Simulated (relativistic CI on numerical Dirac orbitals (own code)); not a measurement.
**Radial parameters of Ir25+**

Calculated at this level of theory: Dirac-Coulomb-Breit CI, orbitals from a KLI potential per configuration, QED by a radiative potential, unscaled Slater integrals (own radial code, finite nucleus).

Slater integrals F^k, G^k are unscaled and averaged over j, outside the closed core [Ar] 3d10 4p6 4d10; ζ comes from projecting the Hamiltonian with its Breit term on Σ l·s of the shell.

- 4s²4f⁶: F^2(4f,4f) = 238280, F^4(4f,4f) = 154600, F^6(4f,4f) = 112820, ζ(4f) = 9344.5 cm⁻¹; <r>(4f) = 0.4353, <r^2>(4f) = 0.2187 (bohr units).
- 4s²4f⁵5s: F^2(4f,4f) = 240920, F^4(4f,4f) = 156430, F^6(4f,4f) = 114190, ζ(4f) = 9586.3, G^3(4f,5s) = 34862 cm⁻¹; <r>(4f) = 0.4313, <r^2>(4f) = 0.2145, <r>(5s) = 0.776, <r^2>(5s) = 0.6706 (bohr units).
- 4s²4f⁴5s²: F^2(4f,4f) = 243800, F^4(4f,4f) = 158420, F^6(4f,4f) = 115680, ζ(4f) = 9831 cm⁻¹; <r>(4f) = 0.427, <r^2>(4f) = 0.2101 (bohr units).

Averages of the first 6 configurations, taken without configuration mixing, which lowers the lowest level and can move excited configurations by several eV; other configurations of the list can lie among them:

| Configuration | Parity | States | Average energy above the lowest level (eV) |
| --- | --- | --- | --- |
| 4s²4f⁶ | even | 3003 | 25.6 |
| 4s²4f⁵5s | odd | 4004 | 126.8 |
| 4s²4f⁴5s² | even | 1001 | 238.1 |
| 4s4f⁷ | odd | 6864 | 673.2 |
| 4s²4f⁵6s | odd | 4004 | 398.8 |
| 4f⁸ | even | 3003 | 1323.3 |
